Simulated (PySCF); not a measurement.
A structure optimised at PBE0-D3(BJ)/def2-SVP, used in a PySCF frequency run:

```xyz
11

N     -1.3814     0.1770     0.0000
Si    -0.6027     1.7399     0.0000
Si     1.4852     0.6454     0.0000
Ge    -0.0875    -1.1635     0.0000
H     -2.3824     0.0077     0.0000
H     -0.8968     2.5884     1.2015
H     -0.8968     2.5884    -1.2015
H      2.3349     0.7697    -1.2223
H      2.3349     0.7697     1.2223
H     -0.1895    -2.0629    -1.2529
H     -0.1895    -2.0629     1.2529
```
Charge 0, spin multiplicity 1.

Problem. Write its SMILES, formula and point group.

Solution. [NH]1[SiH2][SiH2][GeH2]1, GeH7NSi2, Cs

Problem. What are its rotational constants (standard atomic weights)?

Solution. 3.9820, 2.2281, 1.5060 GHz
